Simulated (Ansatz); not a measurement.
Basis sets compared for Zn2Se3⁻ (the lowest doublet isomer of a short search). Charge -1, multiplicity 2. Geometry PBE-D4/def2-SVPD. Ansatz on 4 threads of Arm Neoverse V2 on a shared host; times are rough, and most runs start from earlier orbitals.

```xyz
5

Zn    0.4089    0.2800    0.4334
Zn   -1.2054   -0.8235   -1.2707
Se    0.2884    0.7422   -2.0504
Se   -1.3502   -1.4668    0.9330
Se    1.8583    1.2681    1.9547
```

The structure comes from a short search, and lower isomers may exist.

| level | functions | energy (Eh) | HOMO (eV) | LUMO (eV) | wall time |
| --- | --- | --- | --- | --- | --- |
| PBE-D4/def2-SVPD | 191 | -10760.7070 | -1.45 | -1.15 | 6.5 s |
| PBE0-D4/def2-SVPD | 191 | -10760.9859 | -2.37 | -0.28 | 15 s |

(1) Estimate the rows for PBE-D4/def2-TZVPD, PBE0-D4/def2-TZVPD (with forces).

Results:

(1) 
```json
{"level": "PBE-D4/def2-TZVPD", "functions": "273", "energy (Eh)": "-10762.0928", "HOMO (eV)": "-1.47", "LUMO (eV)": "-1.10", "wall time": "12 s"}
{"level": "PBE0-D4/def2-TZVPD (with forces)", "functions": "273", "energy (Eh)": "-10762.3562", "HOMO (eV)": "-2.37", "LUMO (eV)": "-0.21", "wall time": "38 s"}
```
